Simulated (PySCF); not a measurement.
H2Si2, SMILES [SiH2]=[Si] (connectivity only; charge and spin as stated), neutral, multiplicity 1.

Geometry: r2SCAN-D4/def2-TZVP. The isomer is the one that the SMILES or the coordinates give; other isomers of the formula were not compared.

Two levels are set side by side: TDA-PBE/def2-TZVPD (PySCF) and TDA-B3LYP/def2-TZVPD (PySCF). Vertical, same geometry. The lowest singlet is HOMO→LUMO 100 % with PBE and HOMO→LUMO 100 % with the other functional; states are paired by order. Differences are taken from unrounded values.

```json
[
 {"quantity": "lowest singlet excitation (eV)", "TDA-B3LYP": "0.80"},
 {"quantity": "lowest triplet excitation (TDA) (eV)", "TDA-B3LYP": "0.29"},
 {"quantity": "first bright state (f over 0.05) (eV)", "TDA-B3LYP": "4.10"},
 {"quantity": "its oscillator strength", "TDA-B3LYP": "0.20"}
]
```

Question: What does TDA-PBE give, and how far is it from TDA-B3LYP? (Estimate from the structure and the level; the computed values follow.)

Answer: 
```
quantity                               TDA-PBE  TDA-PBE minus TDA-B3LYP
-------------------------------------  -------  -----------------------
lowest singlet excitation (eV)            0.84                     0.04
lowest triplet excitation (TDA) (eV)      0.28                    -0.01
first bright state (f over 0.05) (eV)     4.03                    -0.07
its oscillator strength                   0.12                    -0.08
```

Rough cost on one machine, each run with all the roots and properties that it gave: TDA-B3LYP against TDA-PBE within a factor of 2.
